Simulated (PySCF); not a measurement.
Fractional electron number in Sr⁺ (strontium, charge +1)

The 5s alpha orbital of [Kr] 5s1 is emptied in steps (occupation f), with all orbitals relaxed, ending at [Kr]. All numbers are calculated (PySCF 2.14, a scalar-relativistic core potential, in def2-TZVPPD with the def2 core potential (28 electrons) (6s4p3d1f, 40 functions)). The exact energy is a straight line in f; departures are measured from the line between the end points of the same method.

```json
{"f": "1", "UHF (eV)": "0.000", "LDA (eV)": "0.000", "PBE (eV)": "0.000", "PBE0 (eV)": "0.000", "r2SCAN (eV)": "0.000", "LC-wPBE (eV)": "0.000", "BHandHLYP (eV)": "0.000", "r2SCAN0 (eV)": "0.000", "CAM-B3LYP (eV)": "0.000"}
{"f": "0.75", "UHF (eV)": "0.005", "LDA (eV)": "-0.456", "PBE (eV)": "-0.469", "PBE0 (eV)": "-0.341", "r2SCAN (eV)": "-0.379", "LC-wPBE (eV)": "0.015", "BHandHLYP (eV)": "-0.247", "r2SCAN0 (eV)": "-0.284", "CAM-B3LYP (eV)": "-0.188"}
{"f": "0.5", "UHF (eV)": "0.006", "LDA (eV)": "-0.597", "PBE (eV)": "-0.630", "PBE0 (eV)": "-0.456", "r2SCAN (eV)": "-0.480", "LC-wPBE (eV)": "0.015", "BHandHLYP (eV)": "-0.331", "r2SCAN0 (eV)": "-0.359", "CAM-B3LYP (eV)": "-0.251"}
{"f": "0.25", "UHF (eV)": "0.005", "LDA (eV)": "-0.433", "PBE (eV)": "-0.475", "PBE0 (eV)": "-0.343", "r2SCAN (eV)": "-0.325", "LC-wPBE (eV)": "0.004", "BHandHLYP (eV)": "-0.250", "r2SCAN0 (eV)": "-0.243", "CAM-B3LYP (eV)": "-0.190"}
{"f": "0", "UHF (eV)": "0.000", "LDA (eV)": "0.000", "PBE (eV)": "0.000", "PBE0 (eV)": "0.000", "r2SCAN (eV)": "0.000", "LC-wPBE (eV)": "0.000", "BHandHLYP (eV)": "0.000", "r2SCAN0 (eV)": "0.000", "CAM-B3LYP (eV)": "0.000"}
```

```
   method  E(f=0) − E(f=1) (eV)  −ε at f=1 (eV)  −ε at f=0.5 (eV)
      UHF                10.442          10.469            10.442
      LDA                11.333           8.875            11.389
      PBE                11.171           8.681            11.153
     PBE0                11.048           9.233            11.039
   r2SCAN                10.866           8.769            11.006
  LC-wPBE                10.833          10.920            10.802
BHandHLYP                11.028           9.710            11.022
  r2SCAN0                10.893           9.320            11.002
CAM-B3LYP                11.180          10.178            11.177
```

Orbital energy along the path (eV):

```tsv
f	UHF	LDA	PBE	PBE0	r2SCAN	LC-wPBE	BHandHLYP	r2SCAN0	CAM-B3LYP
1	-10.469	-8.875	-8.681	-9.233	-8.769	-10.920	-9.710	-9.320	-10.178
0.75	-10.455	-10.143	-9.909	-10.135	-9.917	-10.866	-10.366	-10.180	-10.678
0.5	-10.442	-11.389	-11.153	-11.039	-11.006	-10.802	-11.022	-11.002	-11.177
0.25	-10.429	-12.568	-12.440	-11.968	-11.925	-10.793	-11.684	-11.687	-11.678
0	-10.417	-13.413	-13.474	-12.680	-11.947	-10.834	-12.376	-11.674	-12.209
```

Reference removal energy between the ground levels: 11.030 eV (measured; NIST Atomic Spectra Database, ionization energies). UHF lacks correlation.
